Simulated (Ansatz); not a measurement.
Mulliken charges of `SB(Cl)Cl` from ωB97M-V/def2-TZVPP in Ansatz (PBE0-D4/def2-TZVP geometry).

```csv
atom,x (Å),y (Å),z (Å),charge (e)
S1,-0.116,1.376,0.225,-0.087
B2,0.242,-0.374,0.179,0.141
Cl3,1.349,-1.004,1.374,-0.086
Cl4,-0.465,-1.453,-0.999,-0.089
H5,-0.959,1.382,-0.821,0.122
```

Task: By hand: the dipole of these point charges (1 e Å = 4.8032 D).

Result: Σ q r = (-0.147, 0.212, -0.124) e Å, of length 0.286 e Å = 1.37 D.

Task: How does the dipole of the full density compare? (An estimate is asked.)

Result: Ansatz gave: (-0.142, 0.147, -0.135) e Å, 1.18 D; the point charges give 1.16 times that, at 11° from its direction.

Point charges leave out the atoms' own dipoles, such as those of lone pairs, and Mulliken's split depends on the basis, so the two needn't agree.
